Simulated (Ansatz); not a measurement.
Ansatz results at the PBE0-D4/def2-TZVP geometry: size of the dipole moment (ωB97M-V/def2-TZVPP) 1.37 D; HOMO energy (ωB97M-V/def2-TZVPP) -10.83 eV; HOMO–LUMO gap (PBE/def2-TZVPP) 4.06 eV.

Each molecule was computed in one conformer, which needn't be the lowest.

Which molecule gave them?
A. `CC(C)(C)[NH][InH2]`
B. `C[CH](C)[In]([CH](C)C)[N](C)C`
C. `[OH][In]([OH])[Br]`
D. `[NH2][InH][Br]`

C. The others give `[NH2][InH][Br]`: 3.01, -9.79, 4.16; `C[CH](C)[In]([CH](C)C)[N](C)C`: 0.76, -7.86, 3.08; `CC(C)(C)[NH][InH2]`: 0.43, -8.66, 3.43.
